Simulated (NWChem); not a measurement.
**Total energies of isopropylamine (C$_{3}$H$_{9}$N)**

```
C
H 1 1.1236
N 1 1.4680 2 112.96
H 3 1.0290 1 109.65 2 57.66
H 3 1.0290 4 105.44 1 117.97
C 1 1.5312 2 107.27 3 -120.00
H 6 1.1087 1 111.32 2 -58.02
H 6 1.1096 7 108.75 1 121.57
H 6 1.1105 7 107.54 8 116.37
C 1 1.5312 2 107.27 6 -120.01
H 10 1.1087 1 111.32 2 58.02
H 10 1.1096 11 108.75 1 -121.57
H 10 1.1105 11 107.54 12 -116.37
```
Charge 0, spin multiplicity 1.

All runs are NWChem calculations. All single points use one geometry, from PBE/def2-SVP, a minimum by its harmonic frequencies. It is one conformer; others weren't searched.

Basis set: def2-SVP (101 functions).

```csv
method,total energy (Ha),relative cost
RHF,-173.16326,1
MP2,-173.77824,under 3
B2PLYP,-174.15078,3
PBE,-174.11528,under 3
B3LYP,-174.36265,under 3
CAM-B3LYP,-174.25638,9
```

Total energies of different functionals aren't comparable as a measure of quality: only differences taken within one method are. Costs are rough ratios of processor time within this set of runs, SCF included, with RHF as 1.

The correlated methods keep 4 core orbitals frozen. B3LYP has NWChem's definition, with VWN1-RPA local correlation. GW and range-separated runs recompute their integrals, the others keep them in memory, which bears on the times.
